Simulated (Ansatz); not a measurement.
`F[BH][AlH2]` + `FBF` → `FBB(F)F` + `[AlH3]`  (formal exchange of groups at a B–Al bond)

Program: Ansatz. Geometries: PBE0-D4/def2-TZVP. ΔE: electronic, gas phase. CCSD(T)/CBS is the MP2 limit (def2-TZVPP, def2-QZVPP) plus CCSD(T) − MP2 in def2-TZVPP, frozen cores. This one scheme is used for every species. DFT in def2-TZVPP. HSE06 is defined as in plane-wave codes. One conformer a species, not always the lowest.

`F[BH][AlH2]`:

```xyz
6

F     0.363    0.602    2.008
B    -0.401    0.092    1.046
Al    0.344   -0.097   -0.973
H    -1.505   -0.238    1.413
H     1.069   -1.429   -1.457
H     0.130    1.069   -2.037
```

`FBF`:

Z-matrix (Å, degrees):
```
B
F 1 1.313
F 1 1.313 2 118.1
H 1 1.191 2 121.0 3 180.0
```

`FBB(F)F`:

Z-matrix (Å, degrees):
```
B
B 1 1.719
F 1 1.322 2 119.8
H 1 1.202 2 123.9 3 180.0
F 2 1.321 1 121.8 3 -90.8
F 2 1.321 1 121.8 3 91.2
```

`[AlH3]`:

```xyz
4

Al    0.000    0.000    0.000
H    -0.071   -1.457    0.622
H     0.816    0.253   -1.336
H    -0.745    1.204    0.714
```

Q: Is it downhill or uphill in electronic energy at CCSD(T)/CBS, and by how much? (An estimate is asked.)

A: Ansatz gave: Downhill: ΔE = -4.5 kJ/mol.

Q: What do these levels give: LDA (SPW92), BLYP-D4, r2SCAN0-D4, HSE06-D4, PBE-QIDH, BLYP, PBE0, HSE06, BHLYP, MP2/def2-TZVPP, CCSD/def2-TZVPP, MP2/CBS(def2)? (Best estimate.)

A: Ansatz gave: LDA (SPW92) -5.3, BLYP-D4 -6.6, r2SCAN0-D4 -5.2, HSE06-D4 -3.7, PBE-QIDH -5.1, BLYP -4.9, PBE0 -3.5, HSE06 -3.3, BHLYP -7.4, MP2/def2-TZVPP -6.4, CCSD/def2-TZVPP -5.7, MP2/CBS(def2) -5.6 kJ/mol.

Largest T1 diagnostic among the species: 0.014.

Leaving LDA and LC-ωPBE aside and taking each functional with its dispersion term where it has one, the values, not all of them listed here, spread over 18.5 kJ/mol, from B97M-V to PBE-D4. At CCSD(T), def2-SVP lies −4.3 kJ/mol from the extrapolated value and def2-TZVPP −0.8 kJ/mol.
